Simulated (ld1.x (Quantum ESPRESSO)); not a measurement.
praseodymium (Pr), RRKJ: configuration errors across variants

- Element: praseodymium
- Generator: ld1.x (Quantum ESPRESSO) 7.5
- Type: norm-conserving RRKJ (Kleinman–Bylander form)
- Functional: LDA (PZ)
- Relativity: fully relativistic
- Frozen core: [Xe] 4f2
- Valence charge: 3
- Reference configuration: 5d1 6s2 6p0
- Partial waves: 6p (bound, empty): rc 3.95 bohr; 5d (bound): rc 2.35 bohr; 6s (bound): rc 3.90 bohr
- Local potential: the s channel
- Core correction: Bessel-smoothed model core inside 1.80 bohr

Open shells are filled in proportion to 2j + 1 (rel_dist='average').

All-electron excitation energies from the reference (eV): (1) 5d1 6s1 6p0 6.371; (2) 5d1 6s0 6p0 17.898; (3) 5d1 6s1.5 6p0 2.567; (4) 5d0 6s2 6p1 2.323; (5) 5d2 6s0 6p0 6.731; (6) 5d0 6s2 6p0 6.544; (7) 5d2 6s1 6p0 1.041.

6 further variants failed, have other tests or too few solved ones, and are left out.

Errors AE − PS in meV (a dash: test not solved or not reliable):

| change | (1) | (2) | (3) | (4) | (5) | (6) | (7) | bound ghosts |
| --- | --- | --- | --- | --- | --- | --- | --- | --- |
| base | -5.3 | -61 | -0.7 | -118 | -74 | -91 | -54 | none |
| wave 5d (bound): rc 2.35 bohr becomes 5d (bound): rc 3.26 bohr | -5.4 | -62 | -0.7 | -108 | -66 | -81 | -49 | none |
| wave 6p (bound): rc 3.95 bohr becomes 6p (bound): rc 3.92 bohr | -5.3 | -61 | -0.7 | -118 | -74 | -91 | -54 | none |
| type TM | -5.4 | -61 | -0.7 | -114 | -77 | -94 | -55 | none |
| core correction Bessel-smoothed model core inside 2.82 bohr | -5.3 | -61 | -0.7 | -110 | -69 | -84 | -51 | none |
| wave 6s (bound): rc 3.90 bohr becomes 6s (bound): rc 3.72 bohr | -5.4 | -58 | -0.8 | -122 | -79 | -98 | -57 | none |

(1) Give the same row for: core correction Bessel-smoothed model core inside 2.72 bohr.

Answers

(1) -5.3, -61, -0.7, -113, -70, -87, -52; bound ghosts: none.
